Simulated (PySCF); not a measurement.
Name the molecule from its bond curve

A diatomic of charge 0 contains As. Its doublet curve at PBE0 in a triple-zeta basis (scalar-relativistic core potentials, PySCF), in eV from the separated fragments:

(R (Å), E (eV)): (1.435, -2.572), (1.501, -3.553), (1.568, -4.094), (1.618, -4.285), (1.668, -4.336), (1.718, -4.282), (1.785, -4.093), (1.868, -3.750), (1.968, -3.274), (2.102, -2.630)

The fit gives ωe = 1062 cm⁻¹ and the rotational constant Bₑ = 0.5881 cm⁻¹.

Which atom is the partner?

The minimum lies at 1.665 Å, so the reduced mass is 16.8576 u Å² cm⁻¹/(Bₑ·Re²) = 10.34 u. With As at 74.92 u the partner weighs about 12.0 u: C. The molecule is AsC.

Spin–orbit coupling is left out. The state was picked by a PBE0 search and need not be the measured ground state.
